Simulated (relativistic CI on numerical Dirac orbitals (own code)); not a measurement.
Ir4+: resonant inelastic scattering at the O2,3 edge

Computed with this model: Dirac-Coulomb-Breit CI, separate exchange-only KLI orbitals for each configuration, a model potential for QED, Kramers-Heisenberg scattering through one core-hole configuration in a parametric crystal field, unscaled Slater integrals; configurations [Xe] 4f14 5d5 → [Kr] 4d10 4f14 5s2 5p5 5d6; 80 K; core-hole width 0.6 eV; summed over polarisations. Incident energies are the highest absorption maxima for each field (at most a few, so the weaker spin-orbit partner edge can be absent), on the computed scale of the free ion. Intensities are in per cent of the strongest line above 0.02 eV; levels within 1 cm⁻¹ are merged; final levels count from the ground level, the first row holds all elastic scattering, lines under 0.4 are left out and each table stops after 24 rows. The scale of the Slater integrals is a model choice and moves the terms in proportion.

Field parameters in Wybourne normalisation: D4h B²₀ = −7Ds, B⁴₀ = 21(Dq − Dt), B⁴₄ = 21√(5/14) Dq; Oh B⁴₀ = 21Dq, B⁴₄ = √(5/14) B⁴₀; Td as Oh with Dq negative (B⁴₀ = 21Dq, B⁴₄ = √(5/14) B⁴₀). The field is a parameter set, without covalency, and values of 10Dq over about 45,000 cm⁻¹ lie beyond real compounds.

S is read from ⟨S²⟩ = S(S + 1).

Oh, 10Dq = 66200 cm⁻¹:

```
Final level (eV)  Degeneracy  Irrep     S  57 eV  58.3 eV  72.5 eV
           0.000           2     Γ7  0.53  259.8    199.8    156.7
           0.975           4     Γ8  0.52   84.0     52.8     10.2
           6.270           4     Γ8  1.49    4.3     24.1      4.3
           6.520           2     Γ7  1.51    7.6      3.6     43.5
           6.672           4     Γ8  1.49    7.6     13.3      8.6
           6.833           2     Γ6  1.49    2.6      5.9      3.3
           7.435           2     Γ6  1.47    1.3      2.8      2.9
           7.496           4     Γ8  1.45   12.1     24.5     16.9
           7.572           4     Γ8  1.40   17.0     16.0     10.9
           7.576           2     Γ7  1.34    4.2     10.1     65.5
```

D4h, 10Dq = 19450, Ds = 1350, Dt = 1150 cm⁻¹:

| Final level (eV) | Degeneracy | Irrep | S | 52.7 eV | 55.9 eV | 57.6 eV |
| --- | --- | --- | --- | --- | --- | --- |
| 0.000 | 2 | Γ6 | 2.30 | 1780.5 | 168.0 | 251.2 |
| 0.004 | 2 | Γ7 | 2.28 | 155.0 | 15.8 | 35.7 |
| 0.105 | 2 | Γ7 | 2.39 | 100.0 | 19.6 | 15.0 |
| 1.285 | 2 | Γ7 | 1.40 | 28.3 | 14.1 | 17.7 |
| 1.658 | 2 | Γ6 | 1.60 | 36.9 | 13.3 | 20.9 |
| 1.908 | 2 | Γ7 | 1.36 | 23.1 | 12.4 | 5.7 |
| 2.077 | 2 | Γ6 | 1.43 | 22.6 | 11.8 | 11.4 |
| 2.275 | 2 | Γ6 | 1.44 | 21.4 | 16.2 | 10.0 |
| 2.382 | 2 | Γ7 | 1.40 | 9.6 | 15.4 | 24.6 |
| 2.521 | 2 | Γ7 | 1.27 | 13.6 | 21.9 | 24.9 |
| 2.602 | 2 | Γ6 | 0.96 | 4.8 | 9.0 | 4.4 |
| 2.746 | 2 | Γ6 | 1.11 | 11.2 | 9.2 | 42.5 |
| 2.871 | 2 | Γ7 | 1.11 | 7.8 | 5.1 | 7.1 |
| 2.973 | 2 | Γ7 | 1.13 | 4.1 | 8.9 | 19.4 |
| 3.084 | 2 | Γ7 | 1.28 | 24.7 | 9.9 | 15.2 |
| 3.148 | 2 | Γ6 | 1.18 | 11.4 | 16.1 | 20.9 |
| 3.359 | 2 | Γ7 | 1.31 | 8.3 | 4.4 | 7.9 |
| 3.386 | 2 | Γ6 | 1.42 | 21.3 | 27.8 | 19.8 |
| 3.485 | 2 | Γ6 | 1.34 | 11.7 | 13.2 | 33.6 |
| 3.540 | 2 | Γ7 | 1.28 | 6.9 | 8.2 | 12.4 |
| 3.545 | 2 | Γ6 | 1.26 | 8.5 | 23.0 | 14.9 |
| 3.588 | 2 | Γ7 | 1.31 | 13.6 | 6.7 | 26.9 |
| 3.635 | 2 | Γ6 | 1.41 | 5.9 | 21.4 | 10.6 |
| 3.641 | 2 | Γ7 | 1.25 | 6.0 | 9.5 | 34.0 |

Td, 10Dq = -7250 cm⁻¹:

```
Final level (eV)  Degeneracy  Irrep     S  52.3 eV  54.2 eV  58 eV
           0.000           4     Γ8  2.40   2153.0    374.7  291.3
           0.004           2     Γ7  2.40    266.0     55.9    8.5
           2.281           4     Γ8  1.28     82.4     56.8   13.7
           2.691           2     Γ7  1.40     45.1     32.5   12.9
           2.859           2     Γ6  1.46      4.0     13.7    9.7
           2.870           4     Γ8  1.46     49.7     49.4   42.1
           3.100           2     Γ7  1.33      7.6      4.0    7.7
           3.244           2     Γ6  1.43      9.6      7.1   12.4
           3.255           4     Γ8  1.38     13.8     13.3   11.7
           3.291           4     Γ8  1.43      7.7     14.1   29.3
           3.378           4     Γ8  1.39     11.2     16.9   40.7
           3.420           2     Γ7  1.38      6.4     13.6    8.1
           3.424           2     Γ6  1.31      2.4     15.7   10.6
           3.598           4     Γ8  1.41     10.2     19.8   37.3
           3.709           2     Γ7  1.43     10.9     14.4    4.5
           3.821           4     Γ8  1.38     26.1     20.7   21.0
           3.860           4     Γ8  1.36     10.5     54.1   15.2
           3.922           2     Γ7  1.42      4.2     11.7   24.2
           4.138           2     Γ6  1.42     16.9      4.2   20.0
           4.200           4     Γ8  1.14     17.7      8.6   52.6
           4.368           4     Γ8  1.36     13.7     22.6  100.0
           4.453           2     Γ6  1.34      5.9      4.7   73.6
           4.521           2     Γ7  0.88      3.1      4.5    9.5
           4.601           2     Γ6  1.00      4.1      0.9   24.2
```

For the first field the strongest loss at the lowest incident energy is the level at 0.97 eV (S = 0.52, against 0.53 in the thermal ground state). Levels of other spin, the first over 8 % at 6.27 eV, appear because spin-orbit coupling of the core hole, and in heavier ions of the valence shell too, mixes spins.
